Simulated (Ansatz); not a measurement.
# Abstraction of F: C3H7F + C2HF2Si → C3H7 + C2HF3Si

Species: C3H7F (2-fluoropropane) `CC(C)F`, singlet; C2HF2Si `C#C[Si](F)F`, doublet; C3H7 (methylethyl) `C[CH]C`, doublet; C2HF3Si `C#C[Si](F)(F)F`, singlet. A radical takes F: the energy is the difference in strength between the C–F bond broken and the Si–F bond made.

Shapes, held fixed at every level: PBE0-D4/def2-TZVP. Programs: Ansatz 0.2.0. The zero-point and thermal change to 298 K, harmonic and unscaled (PBE0-D4/def2-TZVP), is -7.5 kJ/mol.

```
                level                    kind  ΔH(298 K) (kJ/mol)  less CCSD(T)/CBS estimate
     SPW92/def2-TZVPP                     LDA              -175.9                      +36.2
    PBE-D4/def2-TZVPP                     GGA              -182.4                      +29.7
 r2SCAN-D4/def2-TZVPP                meta-GGA              -208.3                       +3.8
r2SCAN0-D4/def2-TZVPP           global hybrid              -215.9                       -3.8
   wB97X-V/def2-TZVPP  range-separated hybrid              -201.5                      +10.6
        CCSD/def2-SVP   coupled cluster or CI              -191.3                      +20.8
   CCSD(T)/def2-TZVPP   coupled cluster or CI              -210.0                       +2.1
 CCSD(T)/CBS estimate   coupled cluster or CI              -212.1                        0.0
```

The highest level, CCSD(T)/CBS estimate, gives ΔH(298 K) = -212.1 kJ/mol; the levels span -215.9 to -175.9. The column of differences is taken from that level and isn't an error. No measured value is set beside it here. Open shells run unrestricted. The CBS estimate extrapolates MP2 from def2-TZVPP and def2-QZVPP and adds CCSD(T) − MP2 in the triple-zeta set, cores frozen.
